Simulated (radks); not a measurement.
Spin polarisation of the 4s1 shell in K. Start: [Ar] 4s(up 0.5, down 0.5); electrons of 4s are moved from spin down to spin up, other shells keep equal spins. All-electron calculation, scalar-relativistic Kohn-Sham, PBEsol, spin-polarised, spherical densities, finite nucleus; Fermi nuclear charge, rms radius of each element as measured or else 0.836 A^(1/3) + 0.57 fm. Program: a radial shooting solver on a logarithmic mesh with Libxc functionals.

moment (Bohr magnetons)	E - E(0) (eV)	e(4s up) (eV)	e(4s down) (eV)	3p down minus up (eV)	3s down minus up (eV)	2p down minus up (eV)
0	0.000	-2.301	-2.301	0.000	0.000	0.000
0.25	-0.011	-2.382	-2.207	0.017	0.011	0.003
0.5	-0.044	-2.449	-2.099	0.035	0.023	0.006
0.75	-0.098	-2.503	-1.990	0.055	0.036	0.009

At moment 0.75 the spin-polarisation energy is -0.098 eV and the 4s exchange splitting 0.512 eV, that is 0.683 eV per Bohr magneton; E = -I m^2/4 would give I = 0.697 eV.
